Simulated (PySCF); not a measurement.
Vertical excitations of a molecule CH₆ClNSi from PySCF 2.14.0 with TDDFT-B3LYP/def2-SVPD, as energy in eV (oscillator strength): 6.07 (0.009), 6.66 (0.073), 6.98 (0.016), 7.24 (0.039), 7.40 (0.006), 7.51 (0.006), 7.57 (0.002), 7.68 (0.027), 7.90 (0.029), 8.01 (0.004). Lowest triplet (TDA): 5.80 eV. Geometry optimised at B3LYP-D3(BJ)/def2-SVP. One conformer was computed; it need not be the lowest.

Task: Which molecule gave these data?
A. C[Si@H](N)Cl
B. NC[SiH2]Cl
C. CN[SiH2]Cl

Result: C, CN[SiH2]Cl
